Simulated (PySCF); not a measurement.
Work out the structure from these simulated measurements.

Elements present: B, C, H and N. Monoisotopic mass: 133.1063 u.

* NMR, other nuclei: isotropic shieldings of nuclei other than C and H, by class: 117 (1 B), -20 (1 N) ppm [GIAO PBE0/pcSseg-1]
* Rotational structure: rotational constants A, B, C: 2.256, 1.129, 0.805 GHz [PBE0-D3(BJ)/def2-SVP]
* 13C NMR: chemical shifts (computed TMS as zero) by class: 171.2 (1 C), 155.4 (1 C), 143.1 (1 C), 124.3 (1 C), 121.6 (1 C), 16.9 (2 C), 15.9 (1 C) ppm [GIAO PBE0/pcSseg-1]
* Valence photoelectron: vertical ionisation energy: 9.27 eV [ΔSCF CAM-B3LYP/def2-SVPD]
* UV, strongest line: among the 10 lowest singlet transitions: S4 at 5.92 eV (209 nm, f = 0.320) [TDDFT CAM-B3LYP/def2-SVPD]
* Triplet: lowest triplet excitation (Tamm–Dancoff): 3.95 eV [TDA CAM-B3LYP/def2-SVPD]
* Polarisability: 117.5 au [CAM-B3LYP/def2-SVPD]
* Dipole: 6.15 D [CAM-B3LYP/def2-SVPD]

The electronic properties come from PySCF, for the isolated species, density fitting. Levels stand in brackets. The structure is a single PBE0-D3(BJ)/def2-SVP conformer in the gas phase; no vibrational or solvent corrections. NMR values are class means; diastereotopic atoms form classes of their own.

**Question.** Which formula fits the mass and the elements?

**Answer.** C8H12BN (calculated 133.1063). No other formula that holds each of these elements comes within 0.0003 u with a fitting electron parity and a possible valence count.

**Question.** What is the compound? Reason from the data.

**Answer.** Numbering: `[BH3-:1][n+:2]1[cH:3][cH:4][cH:5][cH:6][c:7]1[CH:8]1[CH2:9][CH2:10]1`. 8 carbons fall into 7 classes; from least to most shielded: substituted aromatic carbon [C7] (171.2 ppm), aromatic CH next to a ring nitrogen [C3] (155.4 ppm), aromatic CH carbon [C5] (143.1 ppm), aromatic CH carbon [C4] (124.3 ppm), aromatic CH carbon [C6] (121.6 ppm), three-membered-ring carbon [C9/C10] (16.9 ppm, 2 C), benzylic-type carbon [C8] (15.9 ppm). The other shieldings belong to: 117 ppm, four-coordinate boron [B1]; -20 ppm, nitrogen bonded to B and 2 C [N2]. The first electron is taken from the HOMO, whose largest Löwdin shares are 0.30 on the four-coordinate boron, 0.17 on each of 2 atoms of one kind (B–H hydrogen) and 0.10 on the nitrogen bonded to B and 2 C. By its constants the optimised geometry is an asymmetric top. Structure: `[BH3-][n+]1ccccc1C1CC1`. Computed isomers that give other values at the same levels: `CN(C)Bc1ccccc1` (rotational constant A: 3.433 GHz; this holds for the one conformer computed); `B1CCC[C@@H]1n1cccc1` (rotational constant A: 3.120 GHz; this holds for the one conformer computed); `CB(C)c1ccc(N)cc1` (rotational constant A: 3.280 GHz; this holds for the one conformer computed). The assignments are read from this structure; whether some other isomer fits the data as well wasn't checked.

Shape of the structure used: `[BH3-:1][n+:2]1[cH:3][cH:4][cH:5][cH:6][c:7]1[CH:8]1[CH2:9][CH2:10]1`: C6–C7–C8–C9 -31°.
